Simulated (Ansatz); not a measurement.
A first, cheap relaxation of CH4GeOSe (`O=[CH][GeH2][SeH]`).

```yaml
crystal:
  periodic: [false, false, false]
  atoms:
    - {symbol: O, position_ang: [-1.439500, 0.816200, -1.335900]}
    - {symbol: C, position_ang: [-0.307600, 0.627400, -1.170100]}
    - {symbol: Ge, position_ang: [0.320600, 0.304300, 0.590600]}
    - {symbol: Se, position_ang: [-0.660300, -1.571400, 1.502100]}
    - {symbol: H, position_ang: [0.379800, 0.602400, -2.029800]}
    - {symbol: H, position_ang: [0.072400, 1.554800, 1.494900]}
    - {symbol: H, position_ang: [1.906500, 0.041700, 0.551400]}
    - {symbol: H, position_ang: [-0.179700, -2.432600, 0.341000]}
basis:
  gaussian: {orbitals: def2-SVP}
hamiltonian: {xc: pbe, dispersion: d4}
relax: {f_tol: 0.03, max_steps: 200}
```

```sh
$ ansatz run in.yaml --threads 4 --pin off --events-out ev --progress --plain --max-ram 10444MiB
```

Shortened log:

```
Functional definition: PBE
mean field -124977.01402661 eV, -4592.8205530153 hartree, gradient 3.0e-5 eV, S^2 0.000000; 0 other end points of the search recorded, 0 dependent functions left out
relax step   1: F+E_penalty+E_count = -124977.20002921 eV  Δ(F+E_penalty+E_count) = +0.000e0 eV  max|allowed force component| = 5.699e0 eV/Å  Δτ_max = 0.0000 Å  (29 SCF iters, accepted)
mean field -124977.32651528 eV, -4592.8320367622 hartree, gradient 2.0e-5 eV, S^2 0.000000; 0 other end points of the search recorded, 0 dependent functions left out
relax step   2: F+E_penalty+E_count = -124977.50796796 eV  Δ(F+E_penalty+E_count) = -3.079e-1 eV  max|allowed force component| = 1.466e0 eV/Å  Δτ_max = 0.1410 Å  (33 SCF iters, accepted)
mean field -124977.20714076 eV, -4592.8276498295 hartree, gradient 8.7e-6 eV, S^2 0.000000; 0 other end points of the search recorded, 0 dependent functions left out
relax step   3: F+E_penalty+E_count = -124977.38621085 eV  Δ(F+E_penalty+E_count) = +1.218e-1 eV  max|allowed force component| = 3.365e0 eV/Å  Δτ_max = 0.1963 Å  (34 SCF iters, rejected (line search))
mean field -124977.41824244 eV, -4592.8354076730 hartree, gradient 7.7e-6 eV, S^2 0.000000; 0 other end points of the search recorded, 0 dependent functions left out
relax step   4: F+E_penalty+E_count = -124977.59787154 eV  Δ(F+E_penalty+E_count) = -8.990e-2 eV  max|allowed force component| = 4.795e-1 eV/Å  Δτ_max = 0.0981 Å  (29 SCF iters, accepted)
mean field -124977.42830226 eV, -4592.8357773644 hartree, gradient 2.2e-5 eV, S^2 0.000000; 0 other end points of the search recorded, 0 dependent functions left out
relax step   5: F+E_penalty+E_count = -124977.60857812 eV  Δ(F+E_penalty+E_count) = -1.071e-2 eV  max|allowed force component| = 8.812e-1 eV/Å  Δτ_max = 0.0685 Å  (28 SCF iters, accepted)
mean field -124977.43055649 eV, -4592.8358602058 hartree, gradient 2.0e-5 eV, S^2 0.000000; 0 other end points of the search recorded, 0 dependent functions left out
relax step   6: F+E_penalty+E_count = -124977.60889750 eV  Δ(F+E_penalty+E_count) = -3.194e-4 eV  max|allowed force component| = 4.759e-1 eV/Å  Δτ_max = 0.1488 Å  (34 SCF iters, accepted)
mean field -124977.43239166 eV, -4592.8359276472 hartree, gradient 1.6e-5 eV, S^2 0.000000; 0 other end points of the search recorded, 0 dependent functions left out
relax step   7: F+E_penalty+E_count = -124977.61067626 eV  Δ(F+E_penalty+E_count) = -1.779e-3 eV  max|allowed force component| = 1.616e-1 eV/Å  Δτ_max = 0.1197 Å  (29 SCF iters, accepted)
mean field -124977.44304921 eV, -4592.8363193051 hartree, gradient 1.3e-5 eV, S^2 0.000000; 0 other end points of the search recorded, 0 dependent functions left out
relax step   8: F+E_penalty+E_count = -124977.62043884 eV  Δ(F+E_penalty+E_count) = -9.763e-3 eV  max|allowed force component| = 8.610e-2 eV/Å  Δτ_max = 0.0935 Å  (29 SCF iters, accepted)
mean field -124977.44621324 eV, -4592.8364355809 hartree, gradient 2.1e-5 eV, S^2 0.000000; 0 other end points of the search recorded, 0 dependent functions left out
relax step   9: F+E_penalty+E_count = -124977.62399342 eV  Δ(F+E_penalty+E_count) = -3.555e-3 eV  max|allowed force component| = 1.964e-1 eV/Å  Δτ_max = 0.0674 Å  (29 SCF iters, accepted)
mean field -124977.45251178 eV, -4592.8366670480 hartree, gradient 1.7e-5 eV, S^2 0.000000; 0 other end points of the search recorded, 0 dependent functions left out
relax step  10: F+E_penalty+E_count = -124977.62989265 eV  Δ(F+E_penalty+E_count) = -5.899e-3 eV  max|allowed force component| = 2.238e-1 eV/Å  Δτ_max = 0.1570 Å  (34 SCF iters, accepted)
mean field -124977.45106069 eV, -4592.8366137215 hartree, gradient 9.7e-6 eV, S^2 0.000000; 0 other end points of the search recorded, 0 dependent functions left out
relax step  11: F+E_penalty+E_count = -124977.62865083 eV  Δ(F+E_penalty+E_count) = +1.242e-3 eV  max|allowed force component| = 2.686e-1 eV/Å  Δτ_max = 0.0836 Å  (29 SCF iters, rejected (line search))
mean field -124977.45537759 eV, -4592.8367723646 hartree, gradient 2.3e-5 eV, S^2 0.000000; 0 other end points of the search recorded, 0 dependent functions left out
relax step  12: F+E_penalty+E_count = -124977.63294708 eV  Δ(F+E_penalty+E_count) = -3.054e-3 eV  max|allowed force component| = 5.714e-2 eV/Å  Δτ_max = 0.0409 Å  (28 SCF iters, accepted)
mean field -124977.45788156 eV, -4592.8368643840 hartree, gradient 1.6e-5 eV, S^2 0.000000; 0 other end points of the search recorded, 0 dependent functions left out
relax step  13: F+E_penalty+E_count = -124977.63626319 eV  Δ(F+E_penalty+E_count) = -3.316e-3 eV  max|allowed force component| = 8.074e-2 eV/Å  Δτ_max = 0.0933 Å  (29 SCF iters, accepted)
mean field -124977.45825570 eV, -4592.8368781331 hartree, gradient 9.5e-6 eV, S^2 0.000000; 0 other end points of the search recorded, 0 dependent functions left out
relax step  14: F+E_penalty+E_count = -124977.63695961 eV  Δ(F+E_penalty+E_count) = -6.964e-4 eV  max|allowed force component| = 3.880e-1 eV/Å  Δτ_max = 0.1148 Å  (29 SCF iters, accepted)
mean field -124977.45978951 eV, -4592.8369344997 hartree, gradient 2.0e-5 eV, S^2 0.000000; 0 other end points of the search recorded, 0 dependent functions left out
relax step  15: F+E_penalty+E_count = -124977.63830451 eV  Δ(F+E_penalty+E_count) = -1.345e-3 eV  max|allowed force component| = 2.717e-1 eV/Å  Δτ_max = 0.0171 Å  (29 SCF iters, accepted)
mean field -124977.46377497 eV, -4592.8370809625 hartree, gradient 2.2e-5 eV, S^2 0.000000; 0 other end points of the search recorded, 0 dependent functions left out
relax step  16: F+E_penalty+E_count = -124977.64185495 eV  Δ(F+E_penalty+E_count) = -3.550e-3 eV  max|allowed force component| = 8.914e-2 eV/Å  Δτ_max = 0.0358 Å  (29 SCF iters, accepted)
mean field -124977.44952047 eV, -4592.8365571195 hartree, gradient 1.9e-5 eV, S^2 0.000000; 0 other end points of the search recorded, 0 dependent functions left out
relax step  17: F+E_penalty+E_count = -124977.62615675 eV  Δ(F+E_penalty+E_count) = +1.570e-2 eV  max|allowed force component| = 1.054e0 eV/Å  Δτ_max = 0.1742 Å  (34 SCF iters, rejected (line search))
mean field -124977.46768262 eV, -4592.8372245660 hartree, gradient 2.0e-5 eV, S^2 0.000000; 0 other end points of the search recorded, 0 dependent functions left out
relax step  18: F+E_penalty+E_count = -124977.64570127 eV  Δ(F+E_penalty+E_count) = -3.846e-3 eV  max|allowed force component| = 3.813e-2 eV/Å  Δτ_max = 0.0871 Å  (28 SCF iters, accepted)
mean field -124977.47054769 eV, -4592.8373298555 hartree, gradient 2.1e-5 eV, S^2 0.000000; 0 other end points of the search recorded, 0 dependent functions left out
relax step  19: F+E_penalty+E_count = -124977.64822105 eV  Δ(F+E_penalty+E_count) = -2.520e-3 eV  max|allowed force component| = 7.843e-2 eV/Å  Δτ_max = 0.1000 Å  (28 SCF iters, accepted)
mean field -124977.46576863 eV, -4592.8371542284 hartree, gradient 1.8e-5 eV, S^2 0.000000; 0 other end points of the search recorded, 0 dependent functions left out
relax step  20: F+E_penalty+E_count = -124977.64322569 eV  Δ(F+E_penalty+E_count) = +4.995e-3 eV  max|allowed force component| = 6.671e-1 eV/Å  Δτ_max = 0.1295 Å  (34 SCF iters, rejected (line search))
mean field -124977.47198994 eV, -4592.8373828573 hartree, gradient 2.5e-5 eV, S^2 0.000000; 0 other end points of the search recorded, 0 dependent functions left out
relax step  21: F+E_penalty+E_count = -124977.64982470 eV  Δ(F+E_penalty+E_count) = -1.604e-3 eV  max|allowed force component| = 2.575e-2 eV/Å  Δτ_max = 0.0648 Å  (28 SCF iters, accepted)
mean field -124977.47272920 eV, -4592.8374100245 hartree, gradient 8.3e-6 eV, S^2 0.000000; 0 other end points of the search recorded, 0 dependent functions left out
relax step  22: F+E_penalty+E_count = -124977.65051632 eV  Δ(F+E_penalty+E_count) = -6.916e-4 eV  max|allowed force component| = 1.975e-1 eV/Å  Δτ_max = 0.0748 Å  (29 SCF iters, accepted)
mean field -124977.47328025 eV, -4592.8374302751 hartree, gradient 1.8e-5 eV, S^2 0.000000; 0 other end points of the search recorded, 0 dependent functions left out
relax step  23: F+E_penalty+E_count = -124977.65081695 eV  Δ(F+E_penalty+E_count) = -3.006e-4 eV  max|allowed force component| = 1.957e-1 eV/Å  Δτ_max = 0.0288 Å  (28 SCF iters, accepted)
mean field -124977.46807885 eV, -4592.8372391273 hartree, gradient 1.8e-5 eV, S^2 0.000000; 0 other end points of the search recorded, 0 dependent functions left out
relax step  24: F+E_penalty+E_count = -124977.64490774 eV  Δ(F+E_penalty+E_count) = +5.909e-3 eV  max|allowed force component| = 3.532e-1 eV/Å  Δτ_max = 0.0697 Å  (28 SCF iters, rejected (line search))
mean field -124977.47445539 eV, -4592.8374734607 hartree, gradient 2.0e-5 eV, S^2 0.000000; 0 other end points of the search recorded, 0 dependent functions left out
relax step  25: F+E_penalty+E_count = -124977.65176075 eV  Δ(F+E_penalty+E_count) = -9.438e-4 eV  max|allowed force component| = 7.368e-2 eV/Å  Δτ_max = 0.0348 Å  (28 SCF iters, accepted)
mean field -124977.47511474 eV, -4592.8374976916 hartree, gradient 2.2e-5 eV, S^2 0.000000; 0 other end points of the search recorded, 0 dependent functions left out
relax step  26: F+E_penalty+E_count = -124977.65226374 eV  Δ(F+E_penalty+E_count) = -5.030e-4 eV  max|allowed force component| = 1.096e-2 eV/Å  Δτ_max = 0.0410 Å  (28 SCF iters, accepted)
mean field -124977.47407799 eV, -4592.8374595917 hartree, gradient 1.8e-5 eV, S^2 0.000000; 0 other end points of the search recorded, 0 dependent functions left out
relax step  27: F+E_penalty+E_count = -124977.65063953 eV  Δ(F+E_penalty+E_count) = +1.624e-3 eV  max|allowed force component| = 4.510e-1 eV/Å  Δτ_max = 0.1240 Å  (35 SCF iters, rejected (line search))
mean field -124977.47578474 eV, -4592.8375223137 hartree, gradient 2.3e-5 eV, S^2 0.000000; 0 other end points of the search recorded, 0 dependent functions left out
relax step  28: F+E_penalty+E_count = -124977.65269515 eV  Δ(F+E_penalty+E_count) = -4.314e-4 eV  max|allowed force component| = 6.998e-2 eV/Å  Δτ_max = 0.0543 Å  (28 SCF iters, accepted)
mean field -124977.47627475 eV, -4592.8375403210 hartree, gradient 2.5e-5 eV, S^2 0.000000; 0 other end points of the search recorded, 0 dependent functions left out
relax step  29: F+E_penalty+E_count = -124977.65287927 eV  Δ(F+E_penalty+E_count) = -1.841e-4 eV  max|allowed force component| = 1.398e-1 eV/Å  Δτ_max = 0.0613 Å  (27 SCF iters, accepted)
mean field -124977.47641090 eV, -4592.8375453245 hartree, gradient 1.8e-5 eV, S^2 0.000000; 0 other end points of the search recorded, 0 dependent functions left out
relax step  30: F+E_penalty+E_count = -124977.65310562 eV  Δ(F+E_penalty+E_count) = -2.264e-4 eV  max|allowed force component| = 8.483e-2 eV/Å  Δτ_max = 0.0101 Å  (30 SCF iters, accepted)
mean field -124977.47698820 eV, -4592.8375665398 hartree, gradient 2.0e-5 eV, S^2 0.000000; 0 other end points of the search recorded, 0 dependent functions left out
relax step  31: F+E_penalty+E_count = -124977.65341260 eV  Δ(F+E_penalty+E_count) = -3.070e-4 eV  max|allowed force component| = 2.674e-2 eV/Å  Δτ_max = 0.0299 Å  (28 SCF iters, accepted)
mean field -124977.47691104 eV, -4592.8375637043 hartree, gradient 2.1e-5 eV, S^2 0.000000; 0 other end points of the search recorded, 0 dependent functions left out
relax step  32: F+E_penalty+E_count = -124977.65317320 eV  Δ(F+E_penalty+E_count) = +2.394e-4 eV  max|allowed force component| = 1.347e-1 eV/Å  Δτ_max = 0.0475 Å  (28 SCF iters, rejected (line search))
mean field -124977.47739015 eV, -4592.8375813114 hartree, gradient 1.9e-5 eV, S^2 0.000000; 0 other end points of the search recorded, 0 dependent functions left out
relax step  33: F+E_penalty+E_count = -124977.65375910 eV  Δ(F+E_penalty+E_count) = -3.465e-4 eV  max|allowed force component| = 4.090e-2 eV/Å  Δτ_max = 0.0233 Å  (28 SCF iters, accepted)
mean field -124977.47756708 eV, -4592.8375878133 hartree, gradient 8.3e-6 eV, S^2 0.000000; 0 other end points of the search recorded, 0 dependent functions left out
relax step  34: F+E_penalty+E_count = -124977.65368674 eV  Δ(F+E_penalty+E_count) = +7.235e-5 eV  max|allowed force component| = 2.708e-1 eV/Å  Δτ_max = 0.0649 Å  (29 SCF iters, rejected (line search))
mean field -124977.47780054 eV, -4592.8375963929 hartree, gradient 2.0e-5 eV, S^2 0.000000; 0 other end points of the search recorded, 0 dependent functions left out
relax step  35: F+E_penalty+E_count = -124977.65406889 eV  Δ(F+E_penalty+E_count) = -3.098e-4 eV  max|allowed force component| = 2.775e-2 eV/Å  Δτ_max = 0.0325 Å  (28 SCF iters, accepted)
mean field -124977.47780054 eV, -4592.8375963929 hartree, gradient 2.0e-5 eV, S^2 0.000000; 1 other end points of the search recorded, 0 dependent functions left out
Total energy: -124977.65409938 eV, -4592.8440752555 hartree
Atom 0 at    -0.877798     1.755808    -1.538162 Å, force     0.019662    -0.027754     0.001401 eV/Å
Atom 1 at    -0.373615     0.696056    -1.240851 Å, force    -0.021097     0.017960    -0.011887 eV/Å
Atom 2 at     0.309984     0.312123     0.630446 Å, force    -0.003858     0.000211    -0.007489 eV/Å
Atom 3 at    -0.615360    -1.759512     1.365457 Å, force     0.003082     0.000824    -0.000285 eV/Å
Atom 4 at    -0.294200    -0.157402    -1.989432 Å, force    -0.002836     0.011826     0.009868 eV/Å
Atom 5 at    -0.204864     1.402292     1.601240 Å, force     0.000497    -0.004760     0.002169 eV/Å
Atom 6 at     1.864586     0.230318     0.642710 Å, force     0.004323    -0.000261     0.004777 eV/Å
Atom 7 at     0.283467    -2.536884     0.472791 Å, force     0.000227     0.001954     0.001446 eV/Å
Dipole moment:     0.285513    -0.228369    -0.030133 e Å
```

Run time 37 s (4 threads of an Arm Neoverse V2 on a shared host); peak host memory 0.17 GiB.
